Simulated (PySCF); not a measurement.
(E)-1-bromo-2-fluoroprop-1-ene (C₃H₄BrF), SMILES Br/C=C(\C)F. Coordinates come from a PBE-D3(BJ)/def2-SVP optimisation.

Level of theory: PBE-D3(BJ)/def2-SVP run with PySCF.

Harmonic wavenumbers (cm⁻¹): 143, 188, 227, 357, 428, 447, 734, 760, 886, 978, 1011, 1132, 1263, 1355, 1391, 1394, 1683, 2975, 3049, 3108, 3164. Rotational constants (GHz): 8.884, 1.409, 1.225; symmetry number 1.

**Question.** Work out the zero-point energy and the ideal-gas rigid-rotor harmonic-oscillator thermochemistry at 298.15 K and 1 atm.

**Answer.** ZPE = ½ Σ hcν = ½ × 26671 cm⁻¹ = 38.13 kcal/mol. H − E(el) = 42.41 kcal/mol. Entropy in cal/(mol K): translation 40.70, rotation 27.44, vibration 10.72, total 78.86. G − E(el) = 18.89 kcal/mol. Cp = 21.43 cal/(mol K). Modes under 150 cm⁻¹ make the vibrational entropy uncertain.
